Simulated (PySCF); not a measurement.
# Vertical excitation energies

Species: C6H4ClF.
SMILES: `Fc1cccc(Cl)c1`

Method: TDDFT wB97X-D/def2-SVPD, vertical, gas phase, core orbitals frozen in the response in PySCF 2.14.0, density-fitted response routines. Geometry: PBE0-D3(BJ)/def2-SVP; no solvent, vibrations or thermal averaging.

```
state  λ (nm)  E (eV)       f  symmetry  main configurations (H = HOMO, L = LUMO)
   S1   233.5    5.31   0.014        A′     H→L (46%), H-1→L+1 (19%), H→L+1 (17%)
   S2   206.6    6.00   0.060        A′       H→L+1 (36%), H→L (29%), H-1→L (28%)
   S3   183.1    6.77  0.0003         –                               H→L+2 (75%)
   S4   181.5    6.83   0.401        A′                  H-1→L (52%), H→L+1 (44%)
   S5   178.7    6.94   0.657        A′                  H-1→L+1 (72%), H→L (23%)
   S6   167.4    7.41  0.0008         –                             H-1→L+2 (75%)
   S7   166.2    7.46  0.0001         –                H-2→L (84%), H-2→L+1 (10%)
   S8   164.0    7.56  0.0083        A″                               H→L+3 (76%)
   S9   156.8    7.91  0.0014         –                             H-1→L+3 (72%)
  S10   154.7    8.02  0.0032        A″                H-2→L+1 (80%), H-2→L (10%)
```

Triplets (Tamm–Dancoff): T1 4.10 eV, H→L (32%), H→L+1 (29%), H-1→L (22%); T2 4.62 eV, H→L (61%), H-1→L+1 (17%), H-1→L (14%); T3 4.76 eV, H-1→L (52%), H→L+1 (44%); T4 5.28 eV, H-1→L+1 (69%), H→L+1 (18%), H-1→L (9%).

The lowest singlet comes at 233 nm (512 kJ/mol) in the ultraviolet; it is weak; its leading configuration is HOMO→LUMO (46%). The strongest level in the table is S5 at 6.94 eV (179 nm, f = 0.657). Löwdin shares by element: HOMO carbon 53% or more, chlorine 19% (atoms not listed hold the other 28%); LUMO carbon 73% or more (atoms not listed hold the other 27%). The oscillator strengths of these states sum to 1.146; summed over the whole spectrum of an exact calculation they would give the number of electrons, 66 (Thomas–Reiche–Kuhn). Of the 10 states listed, 4 reach f = 0.01 and 2 stay under 0.0005. Weighted by f, the mean energy of these states is 6.84 eV. All these states lie below the vertical ionisation energy of 9.32 eV (ΔSCF). Symmetry labels in Cs follow from the direction of the transition dipole and are given only for states with f of 0.002 or more. Only the lowest 10 singlets were computed, as vertical energies without vibronic structure.

Time: 92 s of wall time. Hardware: one thread of an Arm Neoverse V2, no GPU, on a shared host.
